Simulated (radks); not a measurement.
The numbers below are computed, except where a source is named.
Trend from Rb to Xe: ionisation energy by Delta-SCF between NIST ground configurations, and size. Level of theory: Dirac Kohn-Sham, PBE, spin-unpolarised, spherical densities, finite nucleus; open shells fill j = l - 1/2 first; Fermi nuclear charge, rms radius of each element as measured or else 0.836 A^(1/3) + 0.57 fm (a radial shooting solver on a logarithmic mesh with Libxc functionals).

| species | configuration | configuration of the ion | IE (eV) | NIST (eV) | kind |
|---|---|---|---|---|---|
| Rb | [Kr] 5s1 | [Kr] | 4.153 | 4.177 | exp. |
| Sr | [Kr] 5s2 | [Kr] 5s1 | 5.885 | 5.695 | exp. |
| Zr | [Kr] 4d2 5s2 | [Kr] 4d2 5s1 | 7.123 | 6.634 | exp. |
| Nb | [Kr] 4d4 5s1 | [Kr] 4d4 | 6.609 | 6.759 | exp. |
| Mo | [Kr] 4d5 5s1 | [Kr] 4d5 | 6.868 | 7.092 | exp. |
| Tc | [Kr] 4d5 5s2 | [Kr] 4d5 5s1 | 8.135 | 7.119 | exp. |
| Ru | [Kr] 4d7 5s1 | [Kr] 4d7 | 7.281 | 7.361 | exp. |
| Rh | [Kr] 4d8 5s1 | [Kr] 4d8 | 7.454 | 7.459 | exp. |
| Pd | [Kr] 4d10 | [Kr] 4d9 | 8.928 | 8.337 | exp. |
| Ag | [Kr] 4d10 5s1 | [Kr] 4d10 | 7.759 | 7.576 | exp. |
| Cd | [Kr] 4d10 5s2 | [Kr] 4d10 5s1 | 9.274 | 8.994 | exp. |
| In | [Kr] 4d10 5s2 5p1 | [Kr] 4d10 5s2 | 5.572 | 5.786 | exp. |
| Sn | [Kr] 4d10 5s2 5p2 | [Kr] 4d10 5s2 5p1 | 7.095 | 7.344 | exp. |
| Sb | [Kr] 4d10 5s2 5p3 | [Kr] 4d10 5s2 5p2 | 7.960 | 8.608 | exp. |
| Te | [Kr] 4d10 5s2 5p4 | [Kr] 4d10 5s2 5p3 | 9.352 | 9.010 | exp. |
| I | [Kr] 4d10 5s2 5p5 | [Kr] 4d10 5s2 5p4 | 10.731 | 10.451 | exp. |
| Xe | [Xe] | [Kr] 4d10 5s2 5p5 | 12.110 | 12.130 | exp. |

Reference values: NIST Atomic Spectra Database (exp. = measured, semi-emp. = semi-empirical, theory = theoretical value adopted there). Spin polarisation and multiplet splitting are left out, so open shells lie too high by an amount that depends on their filling.

Beside tabulated values, note that spin-unpolarised runs miss the spin-polarisation part of the exchange energy of open shells.
